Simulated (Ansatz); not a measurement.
Pulling on the In1–H2 bond in ClFHIn (SMILES [F][InH][Cl]) (multiplicity 1 held, fragments rigid). Energies count from the point at 1.694 Å.
Geometry at that point (charge 0, multiplicity 1):
| atom | x (Å) | y (Å) | z (Å) |
|---|---|---|---|
| In | -0.0947 | -0.4182 | 0.2022 |
| H | -1.0212 | -1.8132 | 0.4545 |
| F | 1.5781 | -0.1126 | 1.1639 |
| Cl | -0.5023 | 1.3717 | -1.2258 |

R- and RO- levels are restricted; in cc, def2 and unpolarised 6-31G sets they are followed outwards from rest. U- levels take the lowest unrestricted solution at each point, which mixes spins at long bonds. Active spaces are followed from a long bond inwards. Curves can end on different states.

Frozen-core correlation. Filled d and f shells under p-block atoms count as core.

Codes used: Ansatz (a first-principles code) with Gaussian orbitals. Values without a source in brackets are computed. In def2 rows elements past Kr take small-core potentials, without spin–orbit coupling.

Energies in kcal/mol.

```csv
R (Å),U-r2SCAN/def2-TZVPP,R-SCS-MP2/def2-TZVPP,R-CCSD/def2-TZVPP,"FIC-MRCISD+Q on CASSCF(2,2)/def2-TZVPP"
1.355,[?],32.3,32.7,32.9
1.524,5.0,6.8,7.0,7.1
1.694,0.0,0.0,0.0,0.0
1.863,3.9,3.0,2.7,2.7
2.032,12.0,11.1,10.2,10.1
2.286,27.1,26.9,24.9,24.5
2.540,42.1,43.2,39.5,38.6
2.964,56.6,66.6,58.8,56.2
3.387,[?],83.0,70.4,65.5
3.895,66.5,93.6,76.9,69.8
4.573,67.7,94.8,80.0,71.3
5.419,[?],81.9,81.1,71.6
```

Task: What belongs in the gaps?

Result: 
- 3.387, U-r2SCAN/def2-TZVPP: 63.3
- 1.355, U-r2SCAN/def2-TZVPP: 27.3
- 5.419, U-r2SCAN/def2-TZVPP: 68.0

Doubts at one or more of the structures used: a spin-contaminated determinant (U-r2SCAN/def2-TZVPP); a restricted determinant that unrestricted orbitals would lower (R-SCS-MP2/def2-TZVPP, R-CCSD/def2-TZVPP); other coupled-cluster roots lie near (R-CCSD/def2-TZVPP).
